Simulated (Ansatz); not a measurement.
The same path of ClGeH3O + H2S (9 atoms, charge 0, multiplicity 1) was run 3 times with different band settings. Lost on the way: Ge1–O2, S7–H9. Made: Ge1–S7, O2–H9.

The calculation used RKS BHLYP/def2-SVP (Ansatz 0.2.0).

Relaxed end points:

```xyz
9
Properties=species:S:1:pos:R:3
Ge -0.214 0.264 -0.050
O -0.200 0.033 1.699
H -1.041 0.156 2.135
H 1.219 0.092 -0.510
H -0.883 1.586 -0.412
Cl -1.435 -1.295 -0.922
S 1.507 -3.031 1.390
H 0.399 -3.293 0.682
H 0.936 -1.984 2.007
```

```xyz
9
Properties=species:S:1:pos:R:3
Ge -0.059 -0.671 -0.363
O 0.471 0.223 2.377
H -0.265 0.477 2.931
H 1.052 0.357 -0.422
H -1.385 -0.232 0.238
Cl -0.545 -1.197 -2.420
S 0.747 -2.505 0.622
H -0.370 -3.229 0.457
H 0.642 -0.694 2.597
```

Common settings: spring 5.0 eV/Å²; optimiser quadratic models (default); start path through a guess of the saddle point; force threshold 0.03 eV/Å; end points relaxed.

| run | movable images | climbing image | iteration limit |
| --- | --- | --- | --- |
| 1 | 5 | yes | 60 |
| 2 | 8 | no | 46 |
| 3 | 1 | yes | 60 |

(1) What does each run give, and how far can it be trusted?

## Answers

(1) Run 1: converged after 23 iterations, highest image 1.383 eV above the first end. A vibrational analysis at the climbing image gives one clearly imaginary mode, 758i cm⁻¹: a first-order saddle point.
Run 2: converged after 17 iterations, highest image 1.171 eV above the first end. No image climbed, so the highest image needn't sit at the top of the path.
Run 3: converged after 50 iterations, highest image 1.383 eV above the first end. Neighbouring images differ by up to 1.5 eV, so the band resolves the path poorly. Another band between the same ends (5 images) ends at a top of the same energy, where a vibrational analysis finds 1 clearly imaginary mode. So few images can step over the top or miss a turn of the path.
The orbitals stay closed-shell, which can raise the energy where a bond breaks towards radicals; this wasn't checked here.
